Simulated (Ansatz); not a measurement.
```yaml
crystal:
  periodic: [false, false, false]
  atoms:
    - {symbol: C, position_ang: [0.266947, -0.462418, 2.190936]}
    - {symbol: O, position_ang: [0.620163, -0.856528, 0.887223]}
    - {symbol: Si, position_ang: [-0.312935, -0.512784, -0.432003]}
    - {symbol: N, position_ang: [0.189578, -1.372077, -1.815522]}
    - {symbol: Si, position_ang: [-0.189653, 1.774908, -0.942451]}
    - {symbol: H, position_ang: [-0.743153, -0.798665, 2.455522]}
    - {symbol: H, position_ang: [0.310091, 0.626538, 2.310792]}
    - {symbol: H, position_ang: [0.974047, -0.912952, 2.889675]}
    - {symbol: H, position_ang: [-1.708832, -0.934514, -0.113954]}
    - {symbol: H, position_ang: [0.024313, -2.362332, -1.898229]}
    - {symbol: H, position_ang: [1.013868, -1.094334, -2.322230]}
    - {symbol: H, position_ang: [1.087407, 2.070800, -1.652973]}
    - {symbol: H, position_ang: [-1.317477, 2.194109, -1.818561]}
    - {symbol: H, position_ang: [-0.227265, 2.610951, 0.290477]}
basis:
  gaussian: {orbitals: "6-311G**", nuclear_model: gaussian}
hamiltonian: {xc: {name: BHLYP}, dispersion: d3bjatm}
```

```sh
$ ansatz run in.yaml --threads 2 --pin off --events-out ev --progress --plain --max-ram 20480MiB --backend cpu
```

How does Ansatz answer? (Best estimate.)

Computed: The program refused the input.
```
Error: <dir> can't be read: No such file or directory (os error 2)
```
